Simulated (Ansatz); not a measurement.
The cluster PtAu₂⁺. Charge 1, multiplicity 2. Geometry B3LYP-D4/def2-TZVP, that of the neutral singlet; atoms count from 1.

Cartesian coordinates in Å:
```
Pt 1.3142 -0.3376 -0.4573
Au -1.1711 -0.0479 -1.0885
Au -0.1430 0.3855 1.5459
```

In the def2 sets Au, Pt take a core potential; there is no spin–orbit coupling. The structure comes from a short search, and lower isomers may exist.

**Question.** Estimate the Mulliken populations from the PBE0/def2-TZVP orbitals of Ansatz.

**Answer.** 
```tsv
atom	charge (e)	spin (α − β)	d electrons
Pt1	-0.07	1.04	8.86
Au2	0.54	-0.02	9.87
Au3	0.54	-0.02	9.87
```
Mulliken values depend strongly on the basis.

**Question.** Where does the spin sit?

**Answer.** Summed by element: Pt 1.04, Au -0.04, of 1 unpaired in all. Largest on single atoms: Pt1 1.04, Au2 -0.02, Au3 -0.02.

**Question.** And the Mayer bond orders between heavy atoms (over 0.3)?

**Answer.** Pt1–Au2 0.77 (2.58 Å); Pt1–Au3 0.77 (2.58 Å).
